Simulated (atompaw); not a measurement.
**An all-electron radial function and its pseudo partner (Rb)**

Columns: radius, all-electron u(r) and pseudo u(r) of the 4s shell (level -31.89 eV) of rubidium in the configuration [Ar] 3d10 4s2 4p6 5s1 5p0; PBE, scalar-relativistic, PAW (atompaw) scheme, atompaw 4.2.0.5.

| r (bohr) | all-electron | pseudo |
| --- | --- | --- |
| 0.100 | 0.2786 | 0.1414 |
| 0.200 | 0.0457 | 0.2798 |
| 0.300 | -0.3707 | 0.4120 |
| 0.400 | -0.4773 | 0.5353 |
| 0.500 | -0.3234 | 0.6469 |
| 0.600 | -0.0513 | 0.7446 |
| 0.700 | 0.2371 | 0.8264 |
| 0.800 | 0.4889 | 0.8911 |
| 0.900 | 0.6836 | 0.9378 |
| 1.000 | 0.8192 | 0.9663 |
| 1.100 | 0.9017 | 0.9773 |
| 1.200 | 0.9402 | 0.9717 |
| 1.300 | 0.9439 | 0.9514 |
| 1.400 | 0.9217 | 0.9183 |
| 1.500 | 0.8813 | 0.8747 |
| 1.600 | 0.8289 | 0.8231 |
| 1.700 | 0.7695 | 0.7659 |
| 1.800 | 0.7069 | 0.7052 |
| 1.900 | 0.6438 | 0.6433 |
| 2.000 | 0.5822 | 0.5821 |
| 2.100 | 0.5233 | 0.5233 |
| 2.200 | 0.4680 | 0.4680 |
| 2.300 | 0.4168 | 0.4168 |
| 2.400 | 0.3699 | 0.3699 |
| 2.500 | 0.3272 | 0.3272 |
| 2.600 | 0.2887 | 0.2887 |

How many radial nodes do the two functions have?

The all-electron 4s function has n − l − 1 = 3 (the table is too coarse to show those close to the nucleus); the pseudo-wave has 0, since the states of the same l below it are removed with the core.

At about which radius was the pseudo-wave matched?

2.10 bohr, where the columns begin to agree (steps of 0.10 bohr).

Is the pseudo-wave norm-conserving?

No, it belongs to a PAW set: the norm inside the radius is not constrained, and the difference is carried by the augmentation charge.
